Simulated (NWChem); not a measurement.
Molecule: ZnIF; SMILES [Zn]([I])[F]

Computed with NWChem. def2 effective core potentials on I; no spin-orbit coupling. Each level has its own optimisation; frequencies are unscaled.

```json
[
 {"level": "BLYP/def2-SVP (core potentials)", "r F–Zn (Å)": "1.759", "r I–Zn (Å)": "2.442", "highest harmonic frequency (cm⁻¹)": "675", "lowest (cm⁻¹)": "104", "zero-point energy (kcal/mol)": "1.6"},
 {"level": "Hartree-Fock/3-21G (all-electron, non-relativistic)", "r F–Zn (Å)": "1.704", "r I–Zn (Å)": "2.542", "highest harmonic frequency (cm⁻¹)": "790", "lowest (cm⁻¹)": "69", "zero-point energy (kcal/mol)": "1.6"},
 {"level": "PBE0/def2-SVP (core potentials)", "r F–Zn (Å)": "1.742", "r I–Zn (Å)": "2.409", "highest harmonic frequency (cm⁻¹)": "704", "lowest (cm⁻¹)": "109", "zero-point energy (kcal/mol)": "1.5"}
]
```
